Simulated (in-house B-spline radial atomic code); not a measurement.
Relativistic effects in the iron ion Fe²⁺, [Ar] 3d6: non-relativistic Hartree-Fock (point nucleus) against Dirac-Hartree-Fock (Fermi nucleus of rms radius 3.7377 fm), both averages of the configuration, computed with a B-spline radial code for spherical atoms.

```tsv
orbital	ε NR (Eh)	ε Dirac (Eh)	<r> NR (bohr)	<r> Dirac (bohr)	change of <r> (%)
1s1/2	-262.07	-264.51	0.05911	0.05842	-1.2
2s1/2	-32.625	?	0.2685	?	?
2p1/2	-28.107	-28.518	0.2361	0.2329	-1.4
2p3/2	-28.107	-28.051	0.2361	0.2358	-0.1
3s1/2	-4.8492	-4.9342	0.82	0.8116	-1.0
3p1/2	-3.4283	?	0.8636	?	?
3p3/2	-3.4283	-3.4277	0.8636	0.863	-0.1
3d3/2	-1.2774	-1.272	1.055	1.057	+0.2
3d5/2	-1.2774	-1.266	1.055	1.062	+0.6
```

(1) What happens to 2s1/2?

(2) What happens to 3p1/2?

(3) What explains the pattern of contraction and expansion?

(4) By how much does the total energy change?

Answers

(1) Its energy goes to -33.14 hartree and <r> to 0.2652 bohr (-1.22 %).

(2) Its energy goes to -3.4882 hartree and <r> to 0.8543 bohr (-1.07 %).

(3) Expansion is seen in 3d3/2, 3d5/2. The s and p1/2 orbitals contract directly, screen the nucleus better, and so push out orbitals that have little density near the nucleus; spin-orbit coupling adds to this for j = l + 1/2 and opposes it for j = l - 1/2.

(4) By -9.0916 hartree, from -1261.499 to -1270.591.
